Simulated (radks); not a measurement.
Species: the chlorine ion Cl12+. Configuration: [He] 2s1 2p1 3p1 (not the ground configuration).

All-electron calculation, scalar-relativistic Kohn-Sham, OLYP, spin-polarised, spherical densities, point nucleus; open shells are filled with parallel spins first. Program: a radial shooting solver on a logarithmic mesh with Libxc functionals.

Energy parts (eV):
| part | energy |
|---|---|
| total | -9414.528 |
| kinetic | 9476.181 |
| electron-nucleus | -19738.422 |
| Hartree | 1247.821 |
| exchange-correlation | -400.108 |

Orbitals (lengths in bohr, moments of r in powers of bohr; <r^-3> diverges for s and p1/2):
orbital	occ.	eigenvalue (eV)	<r^-3>
1s up	1	-3335.551	-
1s down	1	-3328.306	-
2s up	1	-694.0220	-
2p up	1	-655.1445	147.3
3s up	0	-277.9572	-
3p up	1	-265.4725	37.77
3d up	0	-253.9699	6.648
4p up	0	-142.2206	14.76
4f up	0	-134.2546	0.8409

The highest occupied level is 3p up at -265.47 eV. The configuration is held as typed, so some empty levels lie below it. Spin moment in Bohr magnetons: 3. The density falls to 0.001 e/bohr^3 at r = 1.81 bohr. Summed over all electrons, <r^2> = 1.246 bohr^2, which gives a Langevin (diamagnetic) susceptibility term of -0.987 x 10^-6 cm^3/mol.
